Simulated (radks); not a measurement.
The rhenium ion Re9+, 66 electrons, occupied as [Kr] 4d10 4f14 5s2 5p4. All-electron calculation, Dirac Kohn-Sham, PBE, spin-unpolarised, spherical densities, point nucleus; open shells fill j = l - 1/2 first. Program: a radial shooting solver on a logarithmic mesh with Libxc functionals. Some entries of the table are withheld. Estimate them.

| orbital | occ. | eigenvalue (Ry) | <1/r> (bohr^-1) |
|---|---|---|---|
| 1s1/2 | 2 | (1) | 88.81 |
| 2s1/2 | 2 | -921.8341 | 21.65 |
| 2p1/2 | 2 | -882.4210 | 21.60 |
| 2p3/2 | 4 | -776.5811 | 18.04 |
| 3s1/2 | 2 | (2) | 7.948 |
| 3p1/2 | 2 | -203.7928 | 7.860 |
| 3p3/2 | 4 | -180.7996 | 6.938 |
| 3d3/2 | 4 | -151.3581 | 6.832 |
| 3d5/2 | 6 | -146.3659 | 6.616 |
| 4s1/2 | 2 | -54.35807 | 3.344 |
| 4p1/2 | 2 | (3) | 3.233 |
| 4p3/2 | 4 | (4) | 2.913 |
| 4d3/2 | 4 | -29.64209 | (5) |
| 4d5/2 | 6 | -28.64901 | (6) |
| 5s1/2 | 2 | (7) | 1.371 |
| 5p1/2 | 2 | -13.70383 | (8) |
| 4f5/2 | 6 | -13.46433 | 2.211 |
| 4f7/2 | 8 | -13.27457 | 2.182 |
| 5p3/2 | 2 | -12.71847 | (9) |

Answer. 
(1) 1s1/2 eigenvalue (Ry): -5270.425
(2) 3s1/2 eigenvalue (Ry): -221.3587
(3) 4p1/2 eigenvalue (Ry): -47.02975
(4) 4p3/2 eigenvalue (Ry): -41.66439
(5) 4d3/2 <1/r> (bohr^-1): 2.702
(6) 4d5/2 <1/r> (bohr^-1): 2.626
(7) 5s1/2 eigenvalue (Ry): -16.08277
(8) 5p1/2 <1/r> (bohr^-1): 1.269
(9) 5p3/2 <1/r> (bohr^-1): 1.172
